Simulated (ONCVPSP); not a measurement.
# An odd input for ONCVPSP 4.0.1 (Cd (Z = 48))

Command:

```bash
oncvpsp.x < Cd.dat > Cd.out
```

Input:

```
# ATOM AND REFERENCE CONFIGURATION
# atsym  z   nc   nv     iexc    psfile
  Cd 48.00    6    4        4      upf
#
#   n    l    f
    1    0    2.00
    2    0    2.00
    2    1    6.00
    3    0    2.00
    3    1    6.00
    3    2   10.00
    4    0    2.00
    4    1    6.00
    4    2   10.00
    5    0   15.00
#
# PSEUDOPOTENTIAL AND OPTIMIZATION
# lmax
    3
#
#   l,   rc,      ep,       ncon, nbas, qcut
    0    1.35    0.00    4    7   10.00
    1    1.10    0.00    5    8    8.90
    2    1.45    0.00    4    8   10.10
    3    1.50    0.13    4    8    8.40
#
# LOCAL POTENTIAL
# lloc, lpopt,  rc(5),   dvloc0
    4    5    1.00    3.00
#
# VANDERBILT-KLEINMAN-BYLANDER PROJECTORs
# l, nproj, debl
    0    2    0.80
    1    2    1.40
    2    3    2.80
    3    1    3.50
#
# MODEL CORE CHARGE
# icmod, fcfact, rcfact
    1    0.20    0.00
#
# LOG DERIVATIVE ANALYSIS
# epsh1, epsh2, depsh
   -5.00    5.00    0.04
#
# OUTPUT GRID
# rlmax, drl
    6.00    0.01
#
# TEST CONFIGURATIONS
# ncnf
    4
# nvcnf
#   n    l    f
    4
    4    0    2.00
    4    1    6.00
    4    2   10.00
    5    0    1.00
#
    4
    4    0    2.00
    4    1    6.00
    4    2   10.00
    5    0    0.00
#
    4
    4    0    2.00
    4    1    6.00
    4    2    9.00
    5    0    0.00
#
    4
    4    0    2.00
    4    1    6.00
    4    2   10.00
    5    0    1.50
#
```

This is an input that runs to its end, with one change: occupation of the last valence shell set to 15.00.

Task: How does the run end?

Result: The program refuses the input: "test_data: reference configuration is negative ion".

```
ONCVPSP  (Optimized Norm-Conservinng Vanderbilt PSeudopotential)
scalar-relativistic version 4.0.1

test_data: reference configuration is negative ion
ERROR: test_data found   1 ERROR; stopping
```
